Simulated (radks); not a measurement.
Q: Valence configurations of Er (all share [Xe]). Method: scalar-relativistic Kohn-Sham, r2SCAN, spin-polarised, spherical densities, finite nucleus; open shells are filled with parallel spins first (spin-orbit coupling, left out, can overturn this in heavy ions); meta-GGA in the generalised Kohn-Sham scheme; Fermi nuclear charge, rms radius 5.2516 fm; computed with a radial shooting solver on a logarithmic mesh with Libxc functionals. Order these by energy: 4f11 5d1 6s2; 4f12 5d1 6s1; 4f10 6s2 6p2; 4f12 6s1 6p1; 4f12 5d2; 4f10 5d2 6s2; 4f10.5 5d2 6s1.5; 4f11.5 5d0.5 6s2; 4f12 6s2.

A: From the lowest, in eV above it: 4f12 6s2 0.000; 4f11.5 5d0.5 6s2 1.107; 4f12 6s1 6p1 2.013; 4f12 5d1 6s1 2.348; 4f11 5d1 6s2 3.218; 4f12 5d2 5.480; 4f10.5 5d2 6s1.5 6.858; 4f10 5d2 6s2 10.724; 4f10 6s2 6p2 17.438. NIST lists [Xe] 4f12 6s2 as the ground configuration; this level of theory agrees among the configurations tried. The energies are those of spherical high-spin densities, not of single terms. No valid solution was reached for [Xe] 4f12.5 6s1.5.
